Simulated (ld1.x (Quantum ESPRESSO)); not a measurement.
Nd (Z = 60) RRKJ: all-electron and pseudo phase curves

* Element: neodymium (Nd)
* Generator: ld1.x (Quantum ESPRESSO) 7.5
* Type: norm-conserving RRKJ (Kleinman–Bylander form)
* Functional: PBE
* Relativity: scalar-relativistic
* Frozen core: [Kr] 4d10
* Valence charge: 14
* Reference configuration: 4f4 5s2 5p6 5d0.5 6s1.5 6p0
* Partial waves: 5p (bound): rc 2.80 bohr; 5d (bound): rc 2.35 bohr; 4f (bound): rc 1.00 bohr; 5s (bound): rc 2.30 bohr
* Local potential: the s channel
* Core correction: none

Occupied shells without a wave of their own: 6s. They enter only through the test configuration that unscreens the potential.

The phase is arctan(r·u′/u) with u = r·R(r), unwrapped; energies in Ry, scanned from -5 to 5 Ry. A pole is an energy at which the radial function vanishes at the test radius. The pseudo phase is shifted by a multiple of π to meet the all-electron one at the reference energy, and phase errors are pseudo minus all-electron; the curves can meet again beyond the range given. Levels narrower than the energy grid can be missing from the lists of poles.

```
channel  radius (bohr)  reference energy (Ry)  poles, all-electron  poles, pseudo  unbroken range about the reference energy with phases within 0.05 rad  phase error 1 Ry above the reference energy (rad)
      s           3.04                  -2.93          -2.86, 2.67    -2.86, 1.48                                                             below -0.9                                             -0.006
      p           3.04                  -1.58          -1.39, 3.90    -1.39, 4.11                                                        the whole range                                             -0.001
      d           3.04                  -0.11                 0.73           0.73                                                              below 2.7                                             -0.001
      f           3.04                  -0.08          -0.03, 3.35    -0.03, 3.33                                                              below 1.0                                             -0.034
```

The potential misses its own reference levels by up to 0.7 eV.

Phases in the p channel:

| E (Ry) | all-electron | pseudo |
| --- | --- | --- |
| -5.00 | 1.411 | 1.411 |
| -4.48 | 1.399 | 1.399 |
| -3.96 | 1.385 | 1.384 |
| -3.44 | 1.364 | 1.364 |
| -2.92 | 1.333 | 1.332 |
| -2.40 | 1.269 | 1.268 |
| -1.88 | 0.925 | 0.924 |
| -1.36 | -1.589 | -1.589 |
| -0.84 | -1.757 | -1.758 |
| -0.32 | -1.855 | -1.857 |
| 0.20 | -1.998 | -2.001 |
| 0.72 | -2.345 | -2.353 |
| 1.24 | -3.455 | -3.452 |
| 1.76 | -4.258 | -4.248 |
| 2.28 | -4.497 | -4.487 |
| 2.80 | -4.602 | -4.592 |
| 3.32 | -4.664 | -4.652 |
| 3.84 | -4.708 | -4.694 |
| 4.36 | -4.745 | -4.728 |
| 4.88 | -4.781 | -4.757 |
